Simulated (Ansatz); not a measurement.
Cost and result for the atomization energy of C2H6ClFGeSe (`C[Se][Ge]([CH3])([F])[Cl]`) (12 atoms, 11 bonds).

Cartesian coordinates in Å:
```
C 1.9926 -0.5792 0.8879
Se 1.3490 1.2636 0.7242
Ge -0.3929 0.7922 -0.7446
C -1.9812 -0.0671 -0.0594
F -0.8652 2.3321 -1.3864
Cl 0.3404 -0.3607 -2.4100
H 2.9012 -0.5187 1.4843
H 2.2254 -0.9798 -0.0961
H 1.2634 -1.2023 1.4010
H -2.6989 -0.1814 -0.8720
H -1.7259 -1.0487 0.3399
H -2.4078 0.5501 0.7311
```

Charge 0, multiplicity 1. Correlated methods include outer-core shells of Ge, Se, which these sets cover unevenly. Scalar relativity is left out up to krypton. All single points use the PBE0-D4/def2-TZVP geometry. It is one conformer, not always the lowest. Program: Ansatz. All runs use 3 threads of an AMD EPYC 7R13 on a shared host and a share of an NVIDIA H100 80 GB. Times are those of one run each, without the atoms' runs, and a repeat can differ threefold. Electronic energies, without spin–orbit coupling; frozen cores. CCSD(T)/CBS adds CCSD(T) − MP2 in def2-TZVPP to the MP2 limit, and its time is that of the two runs behind it. T1 = 0.010. With those shells the extrapolation isn't a true limit. B3LYP takes the VWN-RPA correlation (the form of Gaussian; ORCA's B3LYP/G). HSE06 is the plane-wave form, built on full-range PBE exchange.

CCSD(T)/CBS is a level of theory with its own doubt, some kJ/mol a heavy atom from the limit and from the frozen cores, so smaller differences don't rank the functionals.

```json
{"level": "PBE0-D4/def2-TZVPP", "functions": "315", "wall time": "8.5 s", "atomization (kcal/mol)": "1014.1", "difference from CCSD(T)/CBS": "-2.2", "per bond": "-0.2"}
{"level": "B2PLYP/def2-TZVPP", "functions": "315", "wall time": "9.5 s", "atomization (kcal/mol)": "998.6", "difference from CCSD(T)/CBS": "-17.7", "per bond": "-1.6"}
{"level": "BLYP-D4/def2-TZVPP", "functions": "315", "wall time": "13 s", "atomization (kcal/mol)": "1004.1", "difference from CCSD(T)/CBS": "-12.2", "per bond": "-1.1"}
{"level": "B3LYP-D4/def2-TZVPP (with forces)", "functions": "315", "wall time": "13 s", "atomization (kcal/mol)": "1006.8", "difference from CCSD(T)/CBS": "-9.5", "per bond": "-0.9"}
{"level": "HSE06-D4/def2-TZVPP", "functions": "315", "wall time": "19 s", "atomization (kcal/mol)": "1014.6", "difference from CCSD(T)/CBS": "-1.7", "per bond": "-0.2"}
{"level": "BHLYP-D4/def2-TZVPP", "functions": "315", "wall time": "20 s", "atomization (kcal/mol)": "981.3", "difference from CCSD(T)/CBS": "-35.0", "per bond": "-3.2"}
{"level": "r2SCANh-D4/def2-TZVPP", "functions": "315", "wall time": "21 s", "atomization (kcal/mol)": "1011.9", "difference from CCSD(T)/CBS": "-4.4", "per bond": "-0.4"}
{"level": "PBE-QIDH/def2-TZVPP", "functions": "315", "wall time": "23 s", "atomization (kcal/mol)": "1010.2", "difference from CCSD(T)/CBS": "-6.1", "per bond": "-0.6"}
{"level": "CCSD(T)/def2-TZVPP", "functions": "315", "wall time": "25 s", "atomization (kcal/mol)": "992.3", "difference from CCSD(T)/CBS": "-24.0", "per bond": "-2.2"}
{"level": "CAM-B3LYP-D4/def2-TZVPP", "functions": "315", "wall time": "27 s", "atomization (kcal/mol)": "1010.0", "difference from CCSD(T)/CBS": "-6.3", "per bond": "-0.6"}
{"level": "MP2/def2-QZVPP", "functions": "599", "wall time": "33 s", "atomization (kcal/mol)": "1024.7", "difference from CCSD(T)/CBS": "8.4", "per bond": "0.8"}
{"level": "CCSD(T)/def2-SVP", "functions": "154", "wall time": "33 s", "atomization (kcal/mol)": "950.9", "difference from CCSD(T)/CBS": "-65.4", "per bond": "-5.9"}
{"level": "CCSD(T)/CBS(def2)", "functions": "–", "wall time": "57 s", "atomization (kcal/mol)": "1016.3", "difference from CCSD(T)/CBS": "0.0", "per bond": "0.0"}
```

The D4 term adds +13.2 kcal/mol with B3LYP and +7.1 kcal/mol with PBE0; it sums over pairs of atoms, weighted by their polarisabilities, and B3LYP, whose exchange is more repulsive, gets the larger term. In def2-TZVPP, CCSD(T) changes the Hartree–Fock value by +252.2 kcal/mol (the triples alone add +16.6 kcal/mol) and MP2 by +270.6 kcal/mol; breaking electron pairs costs correlation energy, which Hartree–Fock lacks. At CCSD(T), def2-SVP lies −65.4 kcal/mol from the extrapolated value and def2-TZVPP −24.0 kcal/mol: correlation converges slowly with the basis, and small sets miss more of it in the bonded molecule than in its fragments.
